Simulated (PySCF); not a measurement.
Species: C4H10GeO.
Atom-mapped SMILES: `[CH2:1]=[CH:2][CH2:3][CH2:4][O:5][GeH3:6]` (hydrogens: H7, H8 on C1; H9 on C2; H10, H11 on C3; H12, H13 on C4; H14, H15, H16 on Ge6)

Cartesian coordinates in Å at the GFN2-xTB level; atoms count from 1:
```xyz
16
C4H10GeO angstrom
C     -2.8514    1.1146   -0.5691
C     -2.1113    0.0432   -0.3563
C     -0.7231   -0.1468   -0.8757
C      0.2753   -0.3290    0.2694
O      1.5459   -0.6170   -0.2759
Ge     3.0873   -0.4155    0.5136
H     -3.8491    1.2064   -0.1750
H     -2.4924    1.9441   -1.1557
H     -2.4956   -0.7753    0.2392
H     -0.6787   -1.0420   -1.5019
H     -0.4182    0.7075   -1.4818
H      0.3040    0.5826    0.8798
H     -0.0474   -1.1560    0.9145
H      3.2409    1.0119    0.9658
H      3.2042   -1.3266    1.7061
H      4.0023   -0.7932   -0.5953
```

Vertical excitations from PySCF (density fitting, frozen core in the response, grid level 2 and gas phase unless stated; continuum runs use non-equilibrium linear response for the excitations) on a GFN2-xTB geometry. Reference run:

| settings | S1, eV (f) | S2, eV (f) | S3, eV (f) | S4, eV (f) | S5, eV (f) | S6, eV (f) | T1, eV (Tamm–Dancoff) | mean α (au) |
| --- | --- | --- | --- | --- | --- | --- | --- | --- |
| PBE0/def2-SVPD, full TDDFT, 6 singlets | 6.45 (0.003) | 6.91 (0.017) | 7.01 (0.074) | 7.20 (0.013) | 7.30 (0.163) | 7.42 (0.112) | 4.45 | 84.3 |

Problem. What do these settings give: wB97X/def2-SVPD, grid level 4, TDA, 6 singlets?

Solution. 
```csv
settings,"S1, eV (f)","S2, eV (f)","S3, eV (f)","S4, eV (f)","S5, eV (f)","S6, eV (f)","T1, eV (Tamm–Dancoff)",mean α (au)
"wB97X/def2-SVPD, grid level 4, TDA, 6 singlets",6.97 (0.001),7.81 (0.083),7.89 (0.118),7.96 (0.501),8.06 (0.042),8.28 (0.046),–,83.5
```

S1 moves by +0.52 eV; functional and response scheme change together, so the shift can't be laid on one. States are counted by energy in each run and needn't keep their character from row to row.

Problem. Give the leading configurations of S1 (H = HOMO, L = LUMO) and the HOMO–LUMO gap of each run.

Solution. 
```csv
settings,S1 configurations (weight),S1 (eV),orbital gap (eV),S1 − gap (eV)
"PBE0/def2-SVPD, full TDDFT, 6 singlets","H−1→L 0.61, H→L 0.28",6.45,7.60,-1.15
"wB97X/def2-SVPD, grid level 4, TDA, 6 singlets","H−1→L 0.74, H→L 0.14",6.97,11.92,-4.95
```

 Relativistic effects, spin–orbit coupling among them, are left out although an element past zinc is present.

One conformer stands for the species.
